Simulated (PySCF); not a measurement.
CH₇ClO₃Si₂ (SMILES O[Si](O)(O)C[SiH2]Cl), singlet, at a GFN2-xTB geometry, atoms displaced at random by about 0.03 Å a coordinate; B3LYP/STO-3G, gradient run with PySCF.

The PySCF input:
```python
from pyscf import gto, scf, dft

mol = gto.M(
    atom='''
Si    1.81519140    0.18202598   -0.63637480
Cl    1.95887688   -1.11397092    0.97642025
C     0.12517046   -0.06315275   -1.37315112
Si   -1.21463571    0.31949620   -0.12219979
O    -2.74773879    0.42683707   -0.78096492
O    -0.90077385    1.73345025    0.42290401
O    -1.34635532   -0.83443267    1.02831388
H     2.16047613    1.45278312   -0.13995457
H     2.80316692   -0.40987760   -1.58836160
H    -0.07346829   -1.04009666   -1.72804797
H     0.02242023    0.62763409   -2.22437290
H    -3.24905512   -0.34566199   -0.81979471
H    -1.57644262    2.33599826    0.88698724
H    -0.60133393   -1.10123082    1.46193651
''',
    basis='sto-3g',
    verbose=4,
)

mf = dft.RKS(mol)
mf.xc = 'b3lyp'
mf.conv_tol = 1e-4
mf.kernel()
g = mf.nuc_grad_method()
grad = g.kernel()
```

**Question.** Write the output that PySCF gives for this input, abridged.

**Answer.** 
```
PySCF version 2.14.0

[INPUT] verbose = 4
[INPUT] num. atoms = 14
[INPUT] num. electrons = 82
[INPUT] charge = 0
[INPUT] spin (= nelec alpha-beta = 2S) = 0
[INPUT] symmetry False subgroup None
[INPUT] Mole.unit = angstrom
[INPUT] Symbol           X                Y                Z      unit          X                Y                Z       unit  Magmom
[INPUT]  1 Si     1.815191400000   0.182025980000  -0.636374800000 AA    3.430214609666   0.343979249756  -1.202574084575 Bohr   0.0
[INPUT]  2 Cl     1.958876880000  -1.113970920000   0.976420250000 AA    3.701740814942  -2.105099949530   1.845166854979 Bohr   0.0
[INPUT]  3 C      0.125170460000  -0.063152750000  -1.373151120000 AA    0.236537888286  -0.119341401513  -2.594879544440 Bohr   0.0
[INPUT]  4 Si    -1.214635710000   0.319496200000  -0.122199790000 AA   -2.295328833017   0.603760315839  -0.230924135579 Bohr   0.0
[INPUT]  5 O     -2.747738790000   0.426837070000  -0.780964920000 AA   -5.192473774944   0.806605162112  -1.475809811693 Bohr   0.0
[INPUT]  6 O     -0.900773850000   1.733450250000   0.422904010000 AA   -1.702215876670   3.275746223059   0.799172755880 Bohr   0.0
[INPUT]  7 O     -1.346355320000  -0.834432670000   1.028313880000 AA   -2.544242821151  -1.576849215690   1.943231603289 Bohr   0.0
[INPUT]  8 H      2.160476130000   1.452783120000  -0.139954570000 AA    4.082708184360   2.745362215191  -0.264475807181 Bohr   0.0
[INPUT]  9 H      2.803166920000  -0.409877600000  -1.588361600000 AA    5.297217760241  -0.774556408594  -3.001568410776 Bohr   0.0
[INPUT] 10 H     -0.073468290000  -1.040096660000  -1.728047970000 AA   -0.138834946940  -1.965497830475  -3.265537393411 Bohr   0.0
[INPUT] 11 H      0.022420230000   0.627634090000  -2.224372900000 AA    0.042368094350   1.186056536541  -4.203455579905 Bohr   0.0
[INPUT] 12 H     -3.249055120000  -0.345661990000  -0.819794710000 AA   -6.139824340416  -0.653206492772  -1.549187480267 Bohr   0.0
[INPUT] 13 H     -1.576442620000   2.335998260000   0.886987240000 AA   -2.979044802892   4.414396938861   1.676162959584 Bohr   0.0
[INPUT] 14 H     -0.601333930000  -1.101230820000   1.461936510000 AA   -1.136356437108  -2.081024649730   2.762659615402 Bohr   0.0

nuclear repulsion = 577.671240250984
number of shells = 34
number of NR pGTOs = 162
number of NR cGTOs = 54
basis = sto-3g
ecp = {}

******** <class 'pyscf.dft.rks.RKS'> ********
method = RKS
initial guess = minao
damping factor = 0
level_shift factor = 0
DIIS = <class 'pyscf.scf.diis.CDIIS'>
diis_start_cycle = 1
diis_space = 8
diis_damp = 0
SCF conv_tol = 0.0001
SCF conv_tol_grad = None
SCF max_cycles = 50
direct_scf = True
direct_scf_tol = 1e-13
XC library pyscf.dft.libxc version 7.1.2
    S. Lehtola, C. Steigemann, M. J. T. Oliveira, and M. A. L. Marques,  SoftwareX 7, 1–5 (2018)
XC functionals = b3lyp
    P. J. Stephens, F. J. Devlin, C. F. Chabalowski, and M. J. Frisch,  J. Phys. Chem. 98, 11623 (1994)
radial grids:
    Treutler-Ahlrichs [JCP 102, 346 (1995); DOI:10.1063/1.469408] (M4) radial grids

becke partition: Becke, JCP 88, 2547 (1988); DOI:10.1063/1.454033
pruning grids: <function nwchem_prune>
grids dens level: 3
symmetrized grids: False
atomic radii adjust function: <function treutler_atomic_radii_adjust>
small_rho_cutoff = 0
Set gradient conv threshold to 0.01
Initial guess from minao.
tot grids = 182264
init E= -1292.36094621952
  HOMO = -0.381546580227598  LUMO = 0.0282175757805206  gap/eV = 11.15025
cycle= 1 E= -1291.57977819927  delta_E= 0.781  |g|= 0.91  |ddm|= 4.52
  HOMO = 0.0245728335307567  LUMO = 0.135266888512003  gap/eV = 3.01214
cycle= 2 E= -1291.69007590273  delta_E= -0.11  |g|= 0.758  |ddm|= 2.59
  HOMO = -0.139297043925468  LUMO = 0.175666339993515  gap/eV = 8.57059
cycle= 3 E= -1291.88051396899  delta_E= -0.19  |g|= 0.06  |ddm|= 1.24
  HOMO = -0.134261624465552  LUMO = 0.169449961824308  gap/eV = 8.26441
cycle= 4 E= -1291.88151500674  delta_E= -0.001  |g|= 0.0269  |ddm|= 0.131
  HOMO = -0.137994418940326  LUMO = 0.16851114671992  gap/eV = 8.34044
cycle= 5 E= -1291.88173799456  delta_E= -0.000223  |g|= 0.00354  |ddm|= 0.0432
  HOMO = -0.137553328176159  LUMO = 0.168470326183149  gap/eV = 8.32733
cycle= 6 E= -1291.88174243362  delta_E= -4.44e-06  |g|= 0.000927  |ddm|= 0.00731
  HOMO = -0.137260288767193  LUMO = 0.168568608045418  gap/eV = 8.32203
Extra cycle  E= -1291.88174236825  delta_E= 6.54e-08  |g|= 0.00103  |ddm|= 0.00312
converged SCF energy = -1291.88174236825

******** <class 'pyscf.grad.rks.Gradients'> for <class 'pyscf.dft.rks.RKS'> ********
unit = Eh/Bohr
grid_response = False
--------------- RKS gradients ---------------
         x                y                z
0 Si    -0.0162655772     0.0395417087     0.0443995170
1 Cl     0.0009911549     0.0123739356    -0.0223427312
2 C     0.0037720363    -0.0466405343    -0.0135428063
3 Si     0.0425049452     0.0723303834     0.0351767830
4 O    -0.0546618307    -0.1067707691     0.0028286731
5 O    -0.0293720835    -0.1077948678    -0.0385194120
6 O     0.1316727175    -0.0228436582     0.0522742046
7 H    -0.0025581293    -0.0212660073    -0.0027361162
8 H     0.0080631866    -0.0169246340    -0.0129757269
9 H    -0.0064511929     0.0310856050     0.0117920261
10 H     0.0004919607     0.0027531345    -0.0013869152
11 H     0.0537478477     0.1031360855    -0.0003790447
12 H    -0.0047641383     0.0212656676     0.0099978675
13 H    -0.1272199691     0.0397012078    -0.0646567741
----------------------------------------------
```
